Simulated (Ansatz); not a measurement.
Ansatz (a program for electronic structure) input (B3LYP-D3(BJ)/def2-TZVP):

Ansatz 0.2 input:
```yaml
crystal:
  periodic: [false, false, false]
  atoms:
    - {symbol: Si, position_ang: [-0.14283493, 0.05374358, 0.72119326]}
    - {symbol: F, position_ang: [-1.33850091, -0.65730101, -0.18842059]}
    - {symbol: F, position_ang: [-0.22583027, 1.44958332, -0.17776556]}
    - {symbol: Cl, position_ang: [1.64921054, -0.88788772, -0.41234582]}
basis:
  gaussian:
    orbitals: def2-TZVP
hamiltonian:
  xc: b3lyp
  dispersion: d3bj
total_charge: -1
relax: {f_tol: 0.002, max_steps: 150}
```

End of the output:

```
relax step   6: F+E_penalty+E_count = -25844.18665442 eV  Δ(F+E_penalty+E_count) = -6.949e-5 eV  max|allowed force component| = 3.747e-3 eV/Å  Δτ_max = 0.0024 Å  (22 SCF iters, accepted)
these checks for a lower state are left out or cut short: starts, cluster_reference, orbital_swaps, neighbouring_geometries, increment
integrals: 0.05 GiB planned
836 factors; their error is unknown
mean field: 0.46 GiB planned
mean field -25844.03859937 eV, -949.7509008084 hartree, gradient 2.4e-5 eV, S^2 0.000000; 0 other end points of the search recorded, 0 dependent functions left out
the calculation of the forces begins
reference -25844.03879950 eV, -949.7509081631 hartree; 25, 25 occupied and 111, 111 virtual orbitals, 836 factors
relax step   7: F+E_penalty+E_count = -25844.18665571 eV  Δ(F+E_penalty+E_count) = -1.287e-6 eV  max|allowed force component| = 2.988e-3 eV/Å  Δτ_max = 0.0005 Å  (19 SCF iters, accepted)
these checks for a lower state are left out or cut short: starts, cluster_reference, orbital_swaps, neighbouring_geometries, increment
integrals: 0.05 GiB planned
836 factors; their error is unknown
mean field: 0.46 GiB planned
mean field -25844.03860197 eV, -949.7509009040 hartree, gradient 1.0e-5 eV, S^2 0.000000; 0 other end points of the search recorded, 0 dependent functions left out
the calculation of the forces begins
reference -25844.03880210 eV, -949.7509082586 hartree; 25, 25 occupied and 111, 111 virtual orbitals, 836 factors
relax step   8: F+E_penalty+E_count = -25844.18665594 eV  Δ(F+E_penalty+E_count) = -2.330e-7 eV  max|allowed force component| = 3.438e-4 eV/Å  Δτ_max = 0.0002 Å  (18 SCF iters, accepted)
integrals: 0.05 GiB planned
836 factors; their error is unknown
mean field: 0.46 GiB planned
mean field evaluation 64: about -25844.0386 eV, gradient 1.3e-1 eV
mean field -25844.03860197 eV, -949.7509009040 hartree, gradient 1.3e-5 eV, S^2 0.000000; 1 other end points of the search recorded, 0 dependent functions left out
the calculation of the forces begins
reference -25844.03880210 eV, -949.7509082586 hartree; 25, 25 occupied and 111, 111 virtual orbitals, 836 factors
Total energy: -25844.18685607 eV, -949.7563491416 hartree
Atom 0 at    -0.160599     0.063172     0.694481 Å, force    -0.000190     0.000122     0.000344 eV/Å
Atom 1 at    -1.346214    -0.718041    -0.178854 Å, force     0.000208     0.000160    -0.000099 eV/Å
Atom 2 at    -0.179665     1.489664    -0.167757 Å, force    -0.000030    -0.000264    -0.000084 eV/Å
Atom 3 at     1.628522    -0.876656    -0.405209 Å, force     0.000012    -0.000018    -0.000161 eV/Å
Dipole moment:    -0.077624     0.041166    -0.030122 e Å
```
